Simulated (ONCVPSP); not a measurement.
# sulfur (S), ONCV: configuration errors across variants

S, optimised norm-conserving Vanderbilt (ONCV), made with ONCVPSP 4.0.1 (PBEsol, scalar-relativistic). Core [Ne], reference 3s2 3p4. Waves: 3s: rc 1.50 bohr, ncon 4, nbas 8, qcut 5.5 1/bohr, 2 projectors, debl 3.6 Ha; 3p: rc 1.10 bohr, ncon 4, nbas 7, qcut 6.6 1/bohr, 2 projectors, debl 2.2 Ha; d scattering state at 0.38 Ha: rc 1.60 bohr, ncon 3, nbas 6, qcut 6.4 1/bohr, 2 projectors, debl 0.7 Ha. Local part: polynomial inside 1.00 bohr (lpopt 4, dvloc0 0 Ha). Core correction: none.

All-electron excitation energies from the reference (eV): (1) 3s2 3p3 11.733; (2) 3s2 3p2 33.974; (3) 3s2 3p1 67.974; (4) 3s2 3p3.5 4.643.

A true bound ghost makes a file unfit for plane-wave use even where its test errors are small: the radial tests pick states by their node count and pass the ghost by.

Errors AE − PS in meV (a dash: test not solved or not reliable):

```json
{"change": "base", "(1)": "+0.5", "(2)": "+9.3", "(3)": "+47", "(4)": "0.0", "bound ghosts": "p", "GHOST(+) flags above zero": "s"}
{"change": "s: qcut 3.5", "(1)": "+0.7", "(2)": "+11", "(3)": "+57", "(4)": "0.0", "bound ghosts": "p", "GHOST(+) flags above zero": "s"}
{"change": "s: qcut 4", "(1)": "+0.6", "(2)": "+10", "(3)": "+53", "(4)": "0.0", "bound ghosts": "p", "GHOST(+) flags above zero": "s"}
{"change": "s: qcut 4.6", "(1)": "+0.5", "(2)": "+9.0", "(3)": "+47", "(4)": "-0.1", "bound ghosts": "p", "GHOST(+) flags above zero": "s"}
{"change": "s: qcut 4.9", "(1)": "+0.5", "(2)": "+8.9", "(3)": "+47", "(4)": "-0.1", "bound ghosts": "p", "GHOST(+) flags above zero": "s"}
{"change": "s: qcut 5.4", "(1)": "+0.5", "(2)": "+9.2", "(3)": "+47", "(4)": "0.0", "bound ghosts": "p", "GHOST(+) flags above zero": "s"}
{"change": "s: qcut 6.2", "(1)": "+0.6", "(2)": "+9.6", "(3)": "+48", "(4)": "0.0", "bound ghosts": "p", "GHOST(+) flags above zero": "s"}
{"change": "s: qcut 6.5", "(1)": "+0.6", "(2)": "+9.7", "(3)": "+48", "(4)": "0.0", "bound ghosts": "p", "GHOST(+) flags above zero": "s"}
{"change": "s: qcut 7.1", "(1)": "+0.7", "(2)": "+9.9", "(3)": "+49", "(4)": "0.0", "bound ghosts": "p", "GHOST(+) flags above zero": "s"}
{"change": "s: qcut 8.2", "(1)": "+0.7", "(2)": "+10.0", "(3)": "+49", "(4)": "0.0", "bound ghosts": "p", "GHOST(+) flags above zero": "s"}
```

Problem. Give the same row for: s: qcut 7.8.

Solution. +0.7, +10.0, +49, 0.0; bound ghosts: p; GHOST(+) flags above zero: s.
